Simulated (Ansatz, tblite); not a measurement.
Forces on K₅H₅ at its PBE-D4/def2-SVP geometry. Charge 0, multiplicity 1.

The xTB rows come from tblite. Another isomer (singlet) lies 0.38 eV lower at PBE0-D4/def2-TZVP; other spin states weren't run for this one.

GFN1-xTB (tblite), largest force 0.32 eV/Å:

```xyz
10
positions Å, forces eV/Å
K    -2.980   -1.273   -4.026    0.196   -0.091    0.102
K     1.369    3.252    3.787    0.087   -0.215   -0.092
K    -0.050   -2.236   -1.944   -0.222    0.156   -0.077
K     2.163    0.068    2.010   -0.145    0.236    0.072
K    -1.173    0.785    0.203    0.248   -0.203   -0.027
H     0.036    2.034    2.070   -0.142    0.036   -0.079
H    -2.177   -0.286   -1.884   -0.055    0.129    0.085
H    -1.182   -2.919   -4.121    0.051    0.072    0.143
H     0.824   -1.032    0.135    0.068   -0.049   -0.008
H     3.171    1.606    3.770   -0.086   -0.071   -0.119
```

GFN2-xTB (tblite), largest force 0.58 eV/Å:

```
K 0.466 -0.255 0.221
K 0.233 -0.502 -0.184
K -0.245 0.041 -0.283
K 0.018 0.317 0.215
K 0.111 -0.070 -0.026
H -0.126 -0.078 -0.187
H 0.078 0.142 0.173
H -0.065 0.304 0.402
H -0.053 0.166 -0.058
H -0.416 -0.065 -0.273
```

PBE-D4/def2-TZVP (Ansatz), largest force 0.02 eV/Å:

```
K 0.011 -0.005 0.002
K 0.008 -0.019 -0.003
K -0.008 0.014 -0.005
K -0.006 0.018 0.010
K 0.008 -0.009 -0.007
H 0.017 -0.008 0.003
H 0.005 -0.014 -0.008
H -0.010 0.010 0.015
H -0.008 0.007 0.000
H -0.016 0.006 -0.007
```
